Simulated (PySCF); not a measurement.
**Ionisation energy of Ag⁺ by level of theory**

Ag⁺ [Kr] 4d10 (1S) → Ag²⁺ [Kr] 4d9 (2D), as a difference of total energies. Calculation: PySCF 2.14, in def2-SVP with the def2 core potential (28 electrons); a scalar-relativistic core potential. Correlated levels: valence: 4s2 4p6 frozen. The calculations carry no spin-orbit coupling.

```csv
method,ionisation energy (eV),difference from reference (eV)
UHF,19.859,-1.625
PBE,21.891,+0.407
M06-2X,21.854,+0.370
MP2 (valence),21.132,-0.352
SCS-MP2 (valence),20.984,-0.500
```

Reference: 21.484 eV (measured; NIST Atomic Spectra Database, ionization energies).

The reference lies between the lowest fine-structure levels, while these numbers refer to the centres of the terms.

Errors of the correlated levels include the incompleteness of this basis and the frozen core.
